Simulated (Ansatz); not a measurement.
Reaction (formal exchange of groups at the Si–C bond): `Cl[SiH2]CI` + `[AlH2][NH][SiH3]` → `[SiH3][NH][AlH][SiH2]Cl` + `CI`

Computed with Ansatz on PBE0-D4/def2-TZVP structures; ΔE is electronic, products minus reactants. CCSD(T)/CBS adds triple-zeta CCSD(T) − MP2 to the extrapolated MP2 energy (def2 sets, frozen cores). DFT in def2-TZVPP. B3LYP here is the variant with VWN-RPA as its local correlation; programs differ in this. Elements past krypton have def2 core potentials. For I outer-core shells are correlated without core-valence functions, which leaves a few kJ/mol of doubt a bond. One conformer a species, not always the lowest.

`Cl[SiH2]CI`:

Z-matrix (Å, degrees):
```
Si
C 1 1.866
Cl 1 2.049 2 109.8
H 1 1.485 2 109.2 3 -117.8
H 1 1.479 2 110.4 3 120.1
I 2 2.137 1 111.1 3 -65.2
H 2 1.090 1 111.2 3 176.5
H 2 1.089 1 112.3 3 54.0
```

`[AlH2][NH][SiH3]`:

```xyz
9

Al    0.454    1.052    1.364
N    -0.206    0.565   -0.218
Si   -0.265   -1.000   -0.945
H     1.092   -0.067    2.279
H     0.359    2.584    1.753
H    -0.608    1.305   -0.781
H    -1.661   -1.438   -1.224
H     0.360   -1.954    0.008
H     0.476   -1.049   -2.236
```

`[SiH3][NH][AlH][SiH2]Cl`:

Cartesian coordinates in Å:
```
Si 1.844 0.102 0.708
N 0.583 1.279 0.603
Al -1.088 1.070 0.026
Si -1.695 -1.152 -0.832
Cl -0.490 -1.515 -2.490
H 1.244 -1.212 0.359
H 2.411 0.028 2.083
H 2.970 0.385 -0.224
H 0.847 2.211 0.899
H -2.049 2.331 0.062
H -3.101 -1.250 -1.310
H -1.476 -2.277 0.118
```

`CI`:

Z-matrix (Å, degrees):
```
C
I 1 2.129
H 1 1.086 2 107.7
H 1 1.086 2 107.7 3 120.0
H 1 1.086 2 107.7 3 -120.0
```

```
             level  ΔE (kJ/mol)  difference from CCSD(T)/CBS
            PBE-D4        -16.3                        -15.7
         r2SCAN-D4         -7.1                         -6.5
          B3LYP-D4         -6.4                         -5.8
           ωB97X-V         -4.0                         -3.4
           ωB97M-V          2.9                          3.5
            B2PLYP         -1.9                         -1.3
            r2SCAN         -6.6                         -6.0
              PBE0        -13.3                        -12.7
             B3LYP         -7.7                         -7.1
     HF/def2-TZVPP         -0.8                         -0.2
   CCSD/def2-TZVPP         -2.1                         -1.5
CCSD(T)/def2-TZVPP         -2.1                         -1.5
     HF/def2-QZVPP          0.2                          0.8
    MP2/def2-QZVPP          8.9                          9.5
SCS-MP2/def2-QZVPP          6.9                          7.5
     MP2/CBS(def2)          9.2                          9.8
       CCSD(T)/CBS         -0.6                            0
```

Largest T1 diagnostic among the species: 0.012.

From PBE to PBE0 (25 % exact exchange), in def2-TZVPP and without D4, ΔE moves by +3.5 kJ/mol.
